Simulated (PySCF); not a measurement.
C4H8OS. Atoms are numbered in the order given.

```xyz
14

O      3.1138    -0.5076     0.8052
C      2.3907    -0.2696    -0.1390
C      0.8982    -0.5150    -0.1834
C      0.1145     0.7005    -0.7007
C     -1.3759     0.4400    -0.9213
S     -2.1972     0.0353     0.6795
H      2.8131     0.1697    -1.1000
H      0.5608    -0.8400     0.8208
H      0.7357    -1.3713    -0.8802
H      0.5485     1.0349    -1.6691
H      0.2385     1.5516     0.0038
H     -1.8537     1.3409    -1.3556
H     -1.5160    -0.4028    -1.6304
H     -3.4471    -0.1220     0.1631
```

Geometry: PBE-D3(BJ)/def2-SVP. The values are those of a single conformer.

The numbers are results of PBE/def2-TZVP (PySCF), not measurements.

Gas-phase values at a fixed geometry.

Problem. Estimate the frontier levels, gap, dipole moment and polarisability. (An estimate is asked for; the answer gives what the named calculation found.)

Solution. 
```
Item                                                                                                            Value
---------------------------------------------------------------------------------------------  ----------------------
highest occupied level                                                                                       -5.72 eV
lowest empty level                                                                                           -2.09 eV
orbital gap                                                                                                   3.63 eV
dipole moment                                                                                               0.809 e·Å
quadrupole, principal values (traceless, Buckingham form, about the centre of nuclear charge)   -8.08, 3.64, 4.44 D·Å
mean static polarisability                                                                      72.9 bohr³ (10.81 Å³)
polarisability, principal values                                                               55.4, 73.4, 90.0 bohr³
```
